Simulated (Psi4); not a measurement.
Psi4 input (wB97X-D/6-31G*):

```
memory 1500 MB

molecule {
1 1
C     1.98679200    0.38471200    0.17345800
N     0.86705900   -0.55342200    0.03469700
B    -0.47638700   -0.28789200   -0.03602000
O    -1.60604900   -1.00095900   -0.09668000
O    -0.87933600    1.17312100   -0.05077600
H     1.64308100    1.33773500    0.57678000
H     2.71163100   -0.00975900    0.88269400
H     2.48480400    0.55368800   -0.78175100
H     1.15334900   -1.52049200   -0.02146600
H    -1.58472700   -1.95878900   -0.00086000
H    -0.30504400    1.87346700   -0.39975500
H    -1.82824100    1.35200400   -0.17951200
symmetry c1
no_reorient
no_com
}

set {
  basis 6-31G*
  reference rks
  scf_type pk
  dft_radial_points 99
  dft_spherical_points 590
  e_convergence 1e-8
  d_convergence 1e-7
  maxiter 150
}

e = energy('wb97x-d')
print_out(f'\nFINAL {e:.10f} DIPOLE {variable("CURRENT DIPOLE")[0]:.6f} {variable("CURRENT DIPOLE")[1]:.6f} {variable("CURRENT DIPOLE")[2]:.6f}\n')
```

Output:

```
   => Loading Basis Set <=

    Name: 6-31G*
    Role: ORBITAL
    Keyword: BASIS
    atoms 1    entry C          line   111 file 6-31gs.gbs
    atoms 2    entry N          line   128 file 6-31gs.gbs
    atoms 3    entry B          line    94 file 6-31gs.gbs
    atoms 4-5  entry O          line   145 file 6-31gs.gbs
    atoms 6-12 entry H          line    44 file 6-31gs.gbs

   => WB97X-D: Empirical Dispersion <=

    Chai and Head-Gordon Dispersion Correction
    Chai, J.-D.; Head-Gordon, M. (2010), J. Chem. Phys., 132: 6615-6620

        s6 =       1.000000

         ---------------------------------------------------------
                                   SCF
               by Justin Turney, Rob Parrish, Andy Simmonett
                          and Daniel G. A. Smith
                              RKS Reference
         ---------------------------------------------------------

  ==> Geometry <==

    Molecular point group: c1
    Full point group: C1

    Geometry (in Angstrom), charge = 1, multiplicity = 1:

       Center              X                  Y                   Z               Mass
    ------------   -----------------  -----------------  -----------------  -----------------
         C            1.986792000000     0.384712000000     0.173458000000    12.000000000000
         N            0.867059000000    -0.553422000000     0.034697000000    14.003074004430
         B           -0.476387000000    -0.287892000000    -0.036020000000    11.009305360000
         O           -1.606049000000    -1.000959000000    -0.096680000000    15.994914619570
         O           -0.879336000000     1.173121000000    -0.050776000000    15.994914619570
         H            1.643081000000     1.337735000000     0.576780000000     1.007825032230
         H            2.711631000000    -0.009759000000     0.882694000000     1.007825032230
         H            2.484804000000     0.553688000000    -0.781751000000     1.007825032230
         H            1.153349000000    -1.520492000000    -0.021466000000     1.007825032230
         H           -1.584727000000    -1.958789000000    -0.000860000000     1.007825032230
         H           -0.305044000000     1.873467000000    -0.399755000000     1.007825032230
         H           -1.828241000000     1.352004000000    -0.179512000000     1.007825032230

  Running in c1 symmetry.

  Rotational constants: A =      0.29182  B =      0.11792  C =      0.08552 [cm^-1]
  Rotational constants: A =   8748.67284  B =   3535.02648  C =   2563.81963 [MHz]
  Nuclear repulsion =  182.669152634206938

  Charge       = 1
  Multiplicity = 1
  Electrons    = 40
  Nalpha       = 20
  Nbeta        = 20

  ==> Algorithm <==

  SCF Algorithm Type is PK.
  DIIS enabled.
  MOM disabled.
  Fractional occupation disabled.
  Guess Type is SAD.
  Energy threshold   = 1.00e-08
  Density threshold  = 1.00e-07
  Integral threshold = 1.00e-12

  ==> Primary Basis <==

  Basis Set: 6-31G*
    Blend: 6-31G*
    Number of shells: 44
    Number of basis functions: 89
    Number of Cartesian functions: 89
    Spherical Harmonics?: false
    Max angular momentum: 2

  ==> DFT Potential <==

   => LibXC <=

    Version 7.1.2
    S. Lehtola, C. Steigemann, M. J. T. Oliveira, and M. A. L. Marques,  SoftwareX 7, 1–5 (2018) (10.1016/j.softx.2017.11.002)

   => Composite Functional: WB97X-D <=

    wB97X-D Hyb-GGA Exchange-Correlation Functional

    J.-D. Chai and M. Head-Gordon,  Phys. Chem. Chem. Phys. 10, 6615–6620 (2008) (10.1039/B810189B)

    Deriv               =              1
    GGA                 =           TRUE
    Meta                =          FALSE

    Exchange Hybrid     =           TRUE
    MP2 Hybrid          =          FALSE

   => Exchange-Correlation Functionals <=

    1.0000   wB97X-D range-separated functional

   => Exact (HF) Exchange <=

    0.7780            HF,LR [omega = 0.2000]
    0.2220               HF

   => LibXC Density Thresholds  <==

    XC_HYB_GGA_XC_WB97X_D:  1.00E-14

   => Molecular Quadrature <=

    Radial Scheme          =       TREUTLER
    Pruning Scheme         =           NONE
    Nuclear Scheme         =       TREUTLER

    Blocking Scheme        =         OCTREE
    BS radius alpha        =              1
    Pruning alpha          =              1
    Radial Points          =             99
    Spherical Points       =            590
    Total Points           =         657034
    Total Blocks           =           4655
    Max Points             =            256
    Max Functions          =             87
    Weights Tolerance      =       1.00E-15

  ==> Integral Setup <==

  Using in-core PK algorithm.
   Calculation information:
      Number of atoms:                  12
      Number of AO shells:              44
      Number of primitives:            103
      Number of atomic orbitals:        89
      Number of basis functions:        89

      Integral cutoff                 1.00e-12
      Number of threads:                 1

  Performing in-core PK
  Using 24066045 doubles for integral storage.
  We computed 452663 shell quartets total.
  Whereas there are 490545 unique shell quartets.

  Computing range-separated integrals for PK
  We computed 452663 wK shell quartets total.
  Whereas there are 490545 wK unique shell quartets.

  ==> DiskJK: Disk-Based J/K Matrices <==

    J tasked:                  Yes
    K tasked:                  Yes
    wK tasked:                 Yes
    Omega:               2.000E-01
    Schwarz Cutoff:          1E-12


  Cached 33.3% of DFT collocation blocks in 0.456 [GiB].

  Minimum eigenvalue in the overlap matrix is 6.2319558701E-03.
  Reciprocal condition number of the overlap matrix is 8.9832373612E-04.
    Using symmetric orthogonalization.

  ==> Pre-Iterations <==

  SCF Guess: Superposition of Atomic Densities via on-the-fly atomic UHF (no occupation information).

   -------------------------
    Irrep   Nso     Nmo
   -------------------------
     A         89      89
   -------------------------
    Total      89      89
   -------------------------

  ==> Iterations <==

                        Total Energy        Delta E     RMS |[F,P]|

   @RKS iter SAD:  -271.63919637409350   -2.71639e+02   0.00000e+00
   @RKS iter   1:  -271.89610964352369   -2.56913e-01   8.46931e-03 DIIS/ADIIS
   @RKS iter   2:  -271.94906473223142   -5.29551e-02   7.82771e-03 DIIS/ADIIS
   @RKS iter   3:  -272.12533221960700   -1.76267e-01   5.73046e-04 DIIS/ADIIS
   @RKS iter   4:  -272.12629153586829   -9.59316e-04   2.49343e-04 DIIS/ADIIS
   @RKS iter   5:  -272.12648531009984   -1.93774e-04   8.42831e-05 DIIS
   @RKS iter   6:  -272.12650637144094   -2.10613e-05   1.67860e-05 DIIS
   @RKS iter   7:  -272.12650746655845   -1.09512e-06   5.33524e-06 DIIS
   @RKS iter   8:  -272.12650758455879   -1.18000e-07   1.66506e-06 DIIS
   @RKS iter   9:  -272.12650759674420   -1.21854e-08   5.26312e-07 DIIS
   @RKS iter  10:  -272.12650759787118   -1.12698e-09   1.59725e-07 DIIS
   @RKS iter  11:  -272.12650759801551   -1.44325e-10   2.96425e-08 DIIS
  Energy and wave function converged.

  ==> Post-Iterations <==

   Electrons on quadrature grid:
      Ntotal   =   39.9999950420 ; deviation = -4.958e-06

    Orbital Energies [Eh]
    ---------------------

    Doubly Occupied:

       1A    -19.610568     2A    -19.480801     3A    -14.641968
       4A    -10.494034     5A     -7.128552     6A     -1.453059
       7A     -1.322162     8A     -1.180628     9A     -0.962402
      10A     -0.954612    11A     -0.926271    12A     -0.825276
      13A     -0.777361    14A     -0.749061    15A     -0.727375
      16A     -0.689107    17A     -0.655498    18A     -0.637497
      19A     -0.637118    20A     -0.524601

    Virtual:

      21A     -0.093444    22A     -0.031650    23A     -0.008113
      24A     -0.001674    25A      0.028522    26A      0.059035
      27A      0.071003    28A      0.096519    29A      0.104822
      30A      0.123405    31A      0.175023    32A      0.248568
      33A      0.317407    34A      0.356174    35A      0.447880
      36A      0.475302    37A      0.487096    38A      0.524351
      39A      0.564038    40A      0.631184    41A      0.671985
      42A      0.694214    43A      0.732988    44A      0.751342
      45A      0.756377    46A      0.798609    47A      0.813515
      48A      0.834186    49A      0.878530    50A      0.883358
      51A      0.911751    52A      0.924907    53A      0.985139
      54A      1.012560    55A      1.058867    56A      1.090240
      57A      1.108858    58A      1.234690    59A      1.271891
      60A      1.311986    61A      1.402824    62A      1.413242
      63A      1.445495    64A      1.519132    65A      1.604756
      66A      1.676802    67A      1.746308    68A      1.821414
      69A      1.859587    70A      1.883830    71A      1.959253
      72A      2.057914    73A      2.098878    74A      2.145231
      75A      2.154374    76A      2.257973    77A      2.295271
      78A      2.338767    79A      2.412630    80A      2.429010
      81A      2.540544    82A      2.708788    83A      2.792486
      84A      2.881005    85A      3.504551    86A      3.680718
      87A      3.774853    88A      4.038299    89A      4.220446

    Final Occupation by Irrep:
              A
    DOCC [    20 ]
    NA   [    20 ]
    NB   [    20 ]

  @RKS Final Energy:  -272.12650759801551

   => Energetics <=

    Nuclear Repulsion Energy =            182.6691526342069380
    One-Electron Energy =                -723.9268674990665886
    Two-Electron Energy =                 294.0311392308346967
    DFT Exchange-Correlation Energy =     -24.8956937550103383
    Empirical Dispersion Energy =          -0.0042382089802654
    VV10 Nonlocal Energy =                  0.0000000000000000
    Total Energy =                       -272.1265075980155075

Computation Completed

Properties will be evaluated at   0.000000,   0.000000,   0.000000 [a0]

Properties computed using the SCF density matrix

 Multipole Moments:

 ------------------------------------------------------------------------------------
     Multipole            Electronic (a.u.)      Nuclear  (a.u.)        Total (a.u.)
 ------------------------------------------------------------------------------------

 L = 1.  Multiply by 2.5417464519 to convert [e a0] to [Debye]
 Dipole X            :         -0.3470770            0.0000057           -0.3470713
 Dipole Y            :          0.7244427            0.0000151            0.7244578
 Dipole Z            :         -0.3147177            0.0000170           -0.3147007
 Magnitude           :                                                    0.8627480

 ------------------------------------------------------------------------------------

FINAL -272.1265075980 DIPOLE -0.347071 0.724458 -0.314701

*** Psi4 exiting successfully. Buy a developer a beer!
```

The dipole moment of an ion depends on the origin.

The geometry given is a B3LYP-D3(BJ)/def2-TZVP minimum.
